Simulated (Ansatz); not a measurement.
`C=NB(C)[SiH3]` and `C=NB(C)F` differ in one atom or group.

Ansatz, PBE0-D4/def2-TZVP geometries, multiplicity 1. Each molecule was computed in one conformer, which needn't be the lowest.

| property | `C=NB(C)[SiH3]` |
| --- | --- |
| HOMO energy (PBE0/def2-TZVPP) / eV | -7.49 |
| LUMO energy (PBE0/def2-TZVPP) / eV | -0.95 |
| HOMO–LUMO gap (B3LYP/def2-TZVPP) / eV | 6.13 |
| HOMO energy (PBE/def2-TZVPP) / eV | -6.42 |
| HOMO energy (ωB97M-V/def2-TZVPP) / eV | -9.54 |
| LUMO energy (ωB97M-V/def2-TZVPP) / eV | 1.14 |

Give the same properties after the change, and the shifts. (An estimate is asked.)

Computed: 
```csv
property,`C=NB(C)F`,shift
HOMO energy (PBE0/def2-TZVPP) / eV,-7.53,-0.04
LUMO energy (PBE0/def2-TZVPP) / eV,-1.05,-0.10
HOMO–LUMO gap (B3LYP/def2-TZVPP) / eV,6.01,-0.12
HOMO energy (PBE/def2-TZVPP) / eV,-6.17,0.25
HOMO energy (ωB97M-V/def2-TZVPP) / eV,-9.84,-0.30
LUMO energy (ωB97M-V/def2-TZVPP) / eV,1.21,0.07
```

B3LYP here is the variant with VWN-RPA as its local correlation; programs differ in this.
